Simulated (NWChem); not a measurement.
Species: H2 cation, doublet

```xyz
2

H      0.0000     0.0000    -0.5504
H      0.0000     0.0000     0.5504
```
Atoms are numbered in this order, from 1.

All runs: NWChem. Spin-unrestricted. All runs use the structure optimised with PBE0/def2-SVP, spin-unrestricted. No stability test was run on the SCF state. Level M06-2X/def2-SVP: energy and gradient on several grids; changes count from the extra-fine grid, which is no exact limit either.

**Question.** Which is the coarsest grid (xcoarse; xfine; coarse; fine; medium) from which on the energy stays within 50 μHa and each gradient component within 100 μHa/bohr of xfine?

**Answer.** coarse.
```tsv
grid	size of the energy change (μHa)	largest change of a gradient component (μHa/bohr)
xcoarse	30	600
coarse	< 10	< 30
medium	< 10	< 30
fine	< 10	< 30
xfine	< 10	< 30
```
